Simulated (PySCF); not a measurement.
**Computed structure and properties of [WH4]+**

System: [WH4]+ (doublet); start: released along the symmetry-breaking force (D4h). Method: PySCF 2.14.0, UKS PBE0, W def2-SVP with ECP60, H def2-SVP; non-relativistic Hamiltonian with scalar-relativistic core potentials where named; density fitting; no spin-orbit coupling.

Input of the relaxation:

```python
mol = gto.M(atom='''
W      0.00000     0.00000    -0.00000
H      1.84266    -0.00208    -0.00000
H      0.00210     1.86109     0.00000
H     -1.84266     0.00208     0.00000
H     -0.00210    -1.86109    -0.00000''',
    basis={'W': 'def2-SVP', 'H': 'def2-SVP'},
    ecp={'W': 'def2-SVP'},
    charge=1, spin=1)
mf = dft.UKS(mol, xc='PBE0')
mf.grids.atom_grid = (50, 194)
mf = mf.density_fit()  # fitting sets: W def2-universal-JKFIT, H def2-universal-JKFIT
mf.conv_tol = 1e-08; mf.max_cycle = 55
mf.kernel(dm0)  # dm0: converged density of the start geometry
# quasi-Newton relaxation in Cartesian coordinates to a largest gradient under 0.00045 Eh/bohr
```

Run from Python with OMP_NUM_THREADS=2; the lines above give its settings. Where DIIS fails, smearing, a level shift and second-order steps follow.
It took 2.7 s on 2 threads of Arm Neoverse V1 (shared host), from the converged density of the start.

Course of the relaxation:

```json
{"step": "0", "energy above end (eV)": "0.0003", "largest force component within the symmetry (eV/Å)": "0.038"}
{"step": "1", "energy above end (eV)": "0.0001", "largest force component within the symmetry (eV/Å)": "0.023"}
{"step": "2", "energy above end (eV)": "0.0000", "largest force component within the symmetry (eV/Å)": "0.000"}
```

Relaxed geometry (D4h):

```xyz
5

W     0.0000    0.0000    0.0000
H     1.8384   -0.0019    0.0000
H     0.0023    1.8653    0.0000
H    -1.8384    0.0019    0.0000
H    -0.0023   -1.8653    0.0000
```

```
  contact      Å
W1–H2 (H)  1.838
W1–H3 (H)  1.865
W1–H4 (H)  1.838
W1–H5 (H)  1.865
```

On the finer grid (75, 302):

The HOMO is -13.97 eV. The LUMO is -11.22 eV and the dipole about the centre of mass is 0.00 D. The spin squared is 2.846 and the set of Mulliken populations of W1 outside the core potential is s 3.03, p 6.10, d 4.22, f 0.02. The D3(BJ) dispersion energy (not in the energies) is -0.051 eV.

```json
{"atom": "W1", "Mulliken (e)": "0.63", "Löwdin (e)": "0.63", "spin (e)": "3.42"}
{"atom": "H2", "Mulliken (e)": "0.09", "Löwdin (e)": "0.09", "spin (e)": "-0.62"}
{"atom": "H3", "Mulliken (e)": "0.09", "Löwdin (e)": "0.09", "spin (e)": "-0.59"}
{"atom": "H4", "Mulliken (e)": "0.09", "Löwdin (e)": "0.09", "spin (e)": "-0.62"}
{"atom": "H5", "Mulliken (e)": "0.09", "Löwdin (e)": "0.09", "spin (e)": "-0.59"}
```

The state is spin-contaminated.

No frequency check is given here.

Taking off one H (charge -1, singlet; the rest: doublet) in vacuum, both parts rigid, costs 17.38 eV; the small basis without counterpoise inflates it. Most of it is the attraction of opposite charges; other ways to part are cheaper, and one spin state was tried for the rest.

Rigid scan of H along the line from its metal, all other atoms held (where the atom bridges, its other bond changes as well):

```json
{"distance to H2 (Å)": "1.54", "energy (eV)": "0.451"}
{"distance to H2 (Å)": "1.64", "energy (eV)": "0.160"}
{"distance to H2 (Å)": "1.74", "energy (eV)": "0.032"}
{"distance to H2 (Å)": "1.84", "energy (eV)": "0.000"}
{"distance to H2 (Å)": "1.94", "energy (eV)": "0.020"}
{"distance to H2 (Å)": "2.04", "energy (eV)": "0.065"}
{"distance to H2 (Å)": "2.24", "energy (eV)": "0.170"}
{"distance to H2 (Å)": "2.54", "energy (eV)": "0.301"}
{"distance to H2 (Å)": "2.94", "energy (eV)": "0.419"}
{"distance to H2 (Å)": "3.44", "energy (eV)": "0.508"}
```

One start shape was tried, so this needn't be the lowest isomer.

Open shells may have lower solutions than the one found.
